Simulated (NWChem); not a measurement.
System: SbF2 cation; SMILES [F][Sb+][F]

Here is an NWChem input.

```
start job
memory heap 200 mb stack 900 mb global 1100 mb
charge 1
geometry units angstroms noautoz
  Sb     0.000000     0.000000     0.272894
  F     -1.398951     0.000000    -0.979397
  F      1.398951     0.000000    -0.979397
end
basis spherical
  * library def2-svpd
end
ecp
  Sb library def2-ecp
end
dft
  xc b3lyp
  iterations 150
end
tddft
  nroots 8
  notriplet
end
task tddft energy
```

Output (shortened):

```
             Northwest Computational Chemistry Package (NWChem) 7.3.0
             --------------------------------------------------------

 C2V symmetry detected

                             Geometry "geometry" -> ""
                             -------------------------

 Output coordinates in angstroms (scale by  1.889725989 to convert to a.u.)

  No.       Tag          Charge          X              Y              Z
 ---- ---------------- ---------- -------------- -------------- --------------
    1 Sb                  51.0000     0.00000000     0.00000000     0.32668461
    2 F                    9.0000    -1.39895100     0.00000000    -0.92560639
    3 F                    9.0000     1.39895100     0.00000000    -0.92560639

 Effective nuclear repulsion energy (a.u.)     274.0493577707

      Symmetry information
      --------------------

 Group name             C2v
 Group number             16
 Group order               4
 No. of unique centers     2

                                 NWChem DFT Module
                                 -----------------

 Summary of "ao basis" -> "ao basis" (spherical)
 ------------------------------------------------------------------------------
       Tag                 Description            Shells   Functions and Types
 ---------------- ------------------------------  ------  ---------------------
 Sb                        def2-svpd                12       32   5s4p3d
 F                         def2-svpd                 9       23   4s3p2d

      Symmetry analysis of basis
      --------------------------

        a1         31
        a2         10
        b1         23
        b2         14

            General Information
            -------------------
          SCF calculation type: DFT
          Wavefunction type:  closed shell.
          No. of atoms     :     3
          No. of electrons :    40
           Alpha electrons :    20
            Beta electrons :    20
          Charge           :     1
          Spin multiplicity:     1
          Use of symmetry is: off; symmetry adaption is: on
          Maximum number of iterations: 150
          AO basis - number of functions:    78
                     number of shells:    30
          Convergence on energy requested:  1.00D-06
          Convergence on density requested:  1.00D-05
          Convergence on gradient requested:  5.00D-04

              XC Information
              --------------
                         B3LYP Method XC Potential
                     Hartree-Fock (Exact) Exchange  0.200
                        Slater Exchange Functional  0.800 local
                    Becke 1988 Exchange Functional  0.720 non-local
              Lee-Yang-Parr Correlation Functional  0.810
                  VWN I RPA Correlation Functional  0.190 local

             Grid Information
             ----------------
          Grid used for XC integration:  medium
          Radial quadrature: Mura-Knowles
          Angular quadrature: Lebedev.
          Tag              B.-S. Rad. Rad. Pts. Rad. Cut. Ang. Pts.
          ---              ---------- --------- --------- ---------
          Sb                  1.45      123           9.0       590
          F                   0.50       49          10.0       434
          Grid pruning is: on
          Number of quadrature shells:   221
          Spatial weights used:  Erf1

      Superposition of Atomic Density Guess
      -------------------------------------

 Sum of atomic energies:        -476.20295195

 Renormalizing density from      41.00 to     40

      Non-variational initial energy
      ------------------------------

 Total energy =    -433.215558
 1-e energy   =    -937.289597
 2-e energy   =     372.072271
 HOMO         =      -0.787616
 LUMO         =      -0.435563

      Symmetry analysis of molecular orbitals - initial
      -------------------------------------------------

  Numbering of irreducible representations:

     1 a1          2 a2          3 b1          4 b2

  Orbital symmetries:

[...]

                                NWChem TDDFT Module
                                -------------------

            General Information
            -------------------
           No. of orbitals :     156
            Alpha orbitals :      78
             Beta orbitals :      78
        Alpha frozen cores :       0
         Beta frozen cores :       0
     Alpha frozen virtuals :       0
      Beta frozen virtuals :       0
         Spin multiplicity :       1
    Number of AO functions :      78
        Use of symmetry is : off
      Symmetry adaption is : on
         Schwarz screening :  0.10D-07

              XC Information
              --------------
                  B3LYP Method XC Potential
              Hartree-Fock (Exact) Exchange   0.20
                 Slater Exchange Functional   0.80 local
             Becke 1988 Exchange Functional   0.72 non-local
       Lee-Yang-Parr Correlation Functional   0.81
           VWN I RPA Correlation Functional   0.19 local

             TDDFT Information
             -----------------
          Calculation type : TDDFT
         Wavefunction type : Restricted singlets
          No. of electrons :      40
           Alpha electrons :      20
            Beta electrons :      20
              No. of roots :       8
          Max subspacesize :    5600
            Max iterations :     100
               Target root :       1
           Target symmetry : none
      Symmetry restriction : off
                 Algorithm : Optimal
        Davidson threshold :  0.10D-03

    8 smallest eigenvalue differences (eV)
--------------------------------------------------------
  No. Spin  Occ  Vir  Irrep   E(Occ)    E(Vir)   E(Diff)
--------------------------------------------------------
    1    1   20   21 b2       -0.635    -0.421     5.810
    2    1   19   21 a2       -0.658    -0.421     6.453
    3    1   18   21 b1       -0.667    -0.421     6.683
    4    1   17   21 a1       -0.691    -0.421     7.336
    5    1   16   21 b2       -0.694    -0.421     7.425
    6    1   15   21 a2       -0.723    -0.421     8.211
    7    1   20   22 b1       -0.635    -0.316     8.685
    8    1   19   22 a1       -0.658    -0.316     9.328
--------------------------------------------------------

  Entering Davidson iterations
  Restricted singlet excited states

  Iter   NTrls   NConv    DeltaV     DeltaE      Time
  ----  ------  ------  ---------  ---------  ---------
    1      8       0     0.46E+00   0.10+100        5.0
    2     24       0     0.11E+00   0.67E-01        8.2
    3     40       0     0.22E-01   0.58E-02        9.8
    4     56       0     0.62E-02   0.18E-03        8.2
    5     72       2     0.16E-02   0.11E-04        7.2
    6     84       5     0.54E-03   0.72E-06        5.9
    7     90       7     0.20E-03   0.67E-07        6.2
    8     92       8     0.91E-04   0.63E-08        2.9
  ----  ------  ------  ---------  ---------  ---------
  Convergence criterion met

  Ground state a1       -439.583083040719 a.u.

  ----------------------------------------------------------------------------
  Root   1 singlet b2             0.177092836 a.u.                4.8189 eV
  ----------------------------------------------------------------------------
     Transition Moments    X  0.00000   Y  0.48978   Z -0.00000
     Dipole Oscillator Strength                    0.0283214549
     Electric Quadrupole                           0.0000000401
     Magnetic Dipole                               0.0000019661
     Total Oscillator Strength                     0.0283234611

     Occ.   14  a1  ---  Virt.   21  b2   0.09469 X
     Occ.   16  a1  ---  Virt.   21  b2   0.17388 X
     Occ.   20  a1  ---  Virt.   21  b2  -0.98135 X
     Occ.   20  a1  ---  Virt.   21  b2   0.05571 Y
  ----------------------------------------------------------------------------
  Root   2 singlet a2             0.185505240 a.u.                5.0479 eV
  ----------------------------------------------------------------------------
     Transition Moments    X  0.00000   Y -0.00000   Z -0.00000
     Dipole Oscillator Strength                    0.0000000000
     Electric Quadrupole                           0.0000000000
     Magnetic Dipole                               0.0000002656
     Total Oscillator Strength                     0.0000002656

     Occ.   19  b1  ---  Virt.   21  b2  -0.99932 X
  ----------------------------------------------------------------------------
  Root   3 singlet b1             0.215043287 a.u.                5.8516 eV
  ----------------------------------------------------------------------------
     Transition Moments    X  0.26423   Y -0.00000   Z  0.00000
     Dipole Oscillator Strength                    0.0100089412
     Electric Quadrupole                           0.0000000746
     Magnetic Dipole                               0.0000000043
     Total Oscillator Strength                     0.0100090201

     Occ.   15  b1  ---  Virt.   23  a1   0.08025 X
     Occ.   18  a2  ---  Virt.   21  b2   0.95710 X
     Occ.   19  b1  ---  Virt.   23  a1   0.12603 X
     Occ.   20  a1  ---  Virt.   22  b1   0.24332 X
  ----------------------------------------------------------------------------
  Root   4 singlet b2             0.226531913 a.u.                6.1642 eV
  ----------------------------------------------------------------------------
     Transition Moments    X  0.00000   Y  0.34765   Z -0.00000
     Dipole Oscillator Strength                    0.0182525535
     Electric Quadrupole                           0.0000000611
     Magnetic Dipole                               0.0000006532
     Total Oscillator Strength                     0.0182532678

[...]
```

Level: B3LYP/def2-SVPD with def2 effective core potentials on Sb, full TDDFT. Geometry: optimised at PBE0/def2-SVP. def2 effective core potentials on Sb; no spin-orbit coupling.
